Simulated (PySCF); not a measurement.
H₂ClF₂GeN, singlet, geometry from GFN2-xTB; PBE/6-31G (PySCF).

PySCF was given this input:
```python
from pyscf import gto, scf, dft, solvent

mol = gto.M(
    atom='''
N     1.852971   -0.318411    0.350673
Ge    0.135313    0.123405    0.100092
F    -0.480638    0.421631    1.682458
F    -0.045248    1.729228   -0.572459
Cl   -1.020582   -1.220202   -0.944882
H     2.365931   -0.691462   -0.434061
H     2.416101    0.357089    0.849412
''',
    basis='6-31g',
    charge=0,
    spin=0,
    verbose=4,
)

mf = dft.RKS(mol)
mf.xc = 'pbe'
mf.kernel()
```

It wrote (shortened):

```
PySCF version 2.14.0

[INPUT] verbose = 4
[INPUT] num. atoms = 7
[INPUT] num. electrons = 76
[INPUT] charge = 0
[INPUT] spin (= nelec alpha-beta = 2S) = 0
[INPUT] symmetry False subgroup None
[INPUT] Mole.unit = angstrom
[INPUT] Symbol           X                Y                Z      unit          X                Y                Z       unit  Magmom
[INPUT]  1 N      1.852971000000  -0.318411000000   0.350673000000 AA    3.501607706761  -0.601709585049   0.662675929280 Bohr   0.0
[INPUT]  2 Ge     0.135313000000   0.123405000000   0.100092000000 AA    0.255704511093   0.233201652402   0.189146467260 Bohr   0.0
[INPUT]  3 F     -0.480638000000   0.421631000000   1.682458000000 AA   -0.908274185059   0.796767115626   3.179384836083 Bohr   0.0
[INPUT]  4 F     -0.045248000000   1.729228000000  -0.572459000000 AA   -0.085506327684   3.267767326929  -1.081790727542 Bohr   0.0
[INPUT]  5 Cl    -1.020582000000  -1.220202000000  -0.944882000000 AA   -1.928620467661  -2.305847596647  -1.785568200031 Bohr   0.0
[INPUT]  6 H      2.365931000000  -0.691462000000  -0.434061000000 AA    4.470961619618  -1.306673805544  -0.820256411355 Bohr   0.0
[INPUT]  7 H      2.416101000000   0.357089000000   0.849412000000 AA    4.565769179288   0.674800412095   1.605156046919 Bohr   0.0

nuclear repulsion = 524.049246547832
number of shells = 37
number of NR pGTOs = 210
number of NR cGTOs = 71
basis = 6-31g
ecp = {}

******** <class 'pyscf.dft.rks.RKS'> ********
method = RKS
initial guess = minao
damping factor = 0
level_shift factor = 0
DIIS = <class 'pyscf.scf.diis.CDIIS'>
diis_start_cycle = 1
diis_space = 8
diis_damp = 0
SCF conv_tol = 1e-09
SCF conv_tol_grad = None
SCF max_cycles = 50
direct_scf = True
direct_scf_tol = 1e-13
XC library pyscf.dft.libxc version 7.1.2
    S. Lehtola, C. Steigemann, M. J. T. Oliveira, and M. A. L. Marques,  SoftwareX 7, 1–5 (2018)
XC functionals = pbe
    J. P. Perdew, K. Burke, and M. Ernzerhof,  Phys. Rev. Lett. 77, 3865 (1996)
    J. P. Perdew, K. Burke, and M. Ernzerhof,  Phys. Rev. Lett. 78, 1396 (1997)
    J. P. Perdew, K. Burke, and M. Ernzerhof,  Phys. Rev. Lett. 77, 3865 (1996)
    J. P. Perdew, K. Burke, and M. Ernzerhof,  Phys. Rev. Lett. 78, 1396 (1997)
radial grids:
    Treutler-Ahlrichs [JCP 102, 346 (1995); DOI:10.1063/1.469408] (M4) radial grids

becke partition: Becke, JCP 88, 2547 (1988); DOI:10.1063/1.454033
pruning grids: <function nwchem_prune>
grids dens level: 3
symmetrized grids: False
atomic radii adjust function: <function treutler_atomic_radii_adjust>
small_rho_cutoff = 0
Set gradient conv threshold to 3.16228e-05
Initial guess from minao.
tot grids = 101568
init E= -2791.64964738513
  HOMO = -0.319747953191757  LUMO = -0.0851619631471232  gap/eV = 6.38341
cycle= 1 E= -2791.55712719538  delta_E= 0.0925  |g|=    1  |ddm|=  2.8
  HOMO = -0.162586812133819  LUMO = -0.0653943487790523  gap/eV = 2.64474
cycle= 2 E= -2790.82144831  delta_E= 0.736  |g|= 2.28  |ddm|= 3.36
  HOMO = -0.241080217225205  LUMO = -0.0842893693904045  gap/eV = 4.26650
cycle= 3 E= -2791.73993143474  delta_E= -0.918  |g|= 0.296  |ddm|= 2.39
  HOMO = -0.269046257496738  LUMO = -0.0880261220192593  gap/eV = 4.92581
cycle= 4 E= -2791.7618829539  delta_E= -0.022  |g|= 0.109  |ddm|= 0.451
  HOMO = -0.256355804669469  LUMO = -0.0878309313831278  gap/eV = 4.58580
cycle= 5 E= -2791.76364107324  delta_E= -0.00176  |g|= 0.047  |ddm|= 0.108
  HOMO = -0.260353442696001  LUMO = -0.0874537037636136  gap/eV = 4.70484
cycle= 6 E= -2791.7642446124  delta_E= -0.000604  |g|= 0.0111  |ddm|= 0.0634
  HOMO = -0.260048330979891  LUMO = -0.0872853275538357  gap/eV = 4.70112
cycle= 7 E= -2791.76426183479  delta_E= -1.72e-05  |g|= 0.00447  |ddm|= 0.00985
  HOMO = -0.259760524061923  LUMO = -0.0872635238415  gap/eV = 4.69388
cycle= 8 E= -2791.76426522815  delta_E= -3.39e-06  |g|= 0.00161  |ddm|= 0.00459
  HOMO = -0.259849897089712  LUMO = -0.0872962619572277  gap/eV = 4.69542
cycle= 9 E= -2791.76426570413  delta_E= -4.76e-07  |g|= 0.000114  |ddm|= 0.00156
  HOMO = -0.259850555072634  LUMO = -0.0872912308460743  gap/eV = 4.69558
cycle= 10 E= -2791.76426570806  delta_E= -3.93e-09  |g|= 2.64e-05  |ddm|= 0.000227
  HOMO = -0.259852139300825  LUMO = -0.0872928562192397  gap/eV = 4.69558
cycle= 11 E= -2791.76426570822  delta_E= -1.63e-10  |g|= 1.9e-06  |ddm|= 3.76e-05
  HOMO = -0.25985195515555  LUMO = -0.0872925778087463  gap/eV = 4.69558
Extra cycle  E= -2791.76426570824  delta_E= -1.55e-11  |g|= 2.03e-06  |ddm|= 5.7e-06
converged SCF energy = -2791.76426570824
```
